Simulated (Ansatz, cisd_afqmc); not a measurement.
Species: SeCl, charge 0, doublet. SeCl (SMILES Cl[Se], doublet).
B3LYP-D3(BJ)/def2-TZVP minimum from Ansatz (an electronic-structure program):
```
Se
Cl 1 2.1470
```
Charge 0, spin multiplicity 2.

Total energies in def2-TZVPP, 13 correlated electrons, 19 frozen orbitals. Open shells are spin-unrestricted; no spin-orbit coupling. Correlated methods leave the cores frozen (noble-gas shells, and filled d and f shells in the p block). No relativity. The Monte Carlo rows (phaseless AFQMC, CISD trial, step 0.005/hartree) carry one-sigma bars that omit the constraint's bias. Outlying blocks are dropped, and bars are widened where a walk drifts. Over all cases where full CI ran beside it in this data, AFQMC minus full CI had a median of +0.1 mEh and passed +0.4 mEh in a tenth of the cases.

The bar of a AFQMC/CISD walk is widened from 0.38 to 0.94 mEh, since its halves differ by 1.88 mEh.

| method | program | energy (Eh) | minus CCSDT(Q) (mEh) |
|---|---|---|---|
| HF | Ansatz | -2859.34538 | 362.69 |
| MP2 | Ansatz | -2859.65846 | 49.61 |
| CCSD | Ansatz | -2859.69046 | 17.61 |
| CCSD(T) | Ansatz | -2859.70598 | 2.10 |
| CCSDT(Q) | Ansatz | -2859.70807 | 0.00 |
| AFQMC/CISD | cisd_afqmc | -2859.7077 ± 0.0010 | 0.4 ± 1.0 |

Rough core times of Ansatz's runs on a shared machine: CCSD(T) 20 s, CCSDT(Q) 9 min.
